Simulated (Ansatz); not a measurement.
Born–Oppenheimer molecular dynamics of C2H6LiS (10 atoms, charge 1, multiplicity 1). It starts from a relaxed structure.

Level of theory: RKS B3LYP/STO-3G (Ansatz 0.2.0).

| Quantity | Value |
| --- | --- |
| ensemble | NVE (velocity Verlet) |
| time step | 0.25 fs |
| steps asked | 327 |
| starting velocities drawn for | 200 K |
| seed | 912841 |

First frame:

```xyz
10
Properties=species:S:1:pos:R:3
Li 0.093 0.064 -2.773
C 1.413 -0.066 0.334
S -0.005 -0.692 -0.672
C -1.432 0.047 0.241
H 1.403 1.033 0.399
H 2.344 -0.410 -0.140
H 1.333 -0.503 1.344
H -1.332 1.140 0.323
H -2.354 -0.209 -0.303
H -1.463 -0.404 1.247
```

Q: How far do the bonds stretch over the last three quarters of this one trajectory? (Pairs bonded in most of those frames.)

A: 
```
  bond  mean (Å)  spread (Å)  shortest  longest
Li1–S3     2.238       0.053      2.15     2.31
 C2–S3     1.850       0.005      1.84     1.86
 C2–H5     1.102       0.020      1.07     1.14
 C2–H6     1.102       0.022      1.06     1.14
 C2–H7     1.106       0.025      1.06     1.15
 S3–C4     1.849       0.004      1.84     1.86
 C4–H8     1.101       0.011      1.08     1.12
 C4–H9     1.102       0.013      1.08     1.12
C4–H10     1.104       0.013      1.08     1.12
```

Mean temperature of the second half: 96 K. The conserved energy stayed within 0.053 meV per atom of its start (net change 0.015 meV per atom), so the integration is sound. The temperature averaged 0.48 of the 200 K drawn at the start: a run that starts near a minimum puts about half its kinetic energy into the potential. A run of 0.082 ps of so small a system gives no equilibrium averages. Limits of this set-up: minimal basis, the dipole of an ion depends on the origin.

Run time: 23 min on 1 thread of AMD EPYC (Zen 3), on a shared host, peak memory 0.1 GiB.
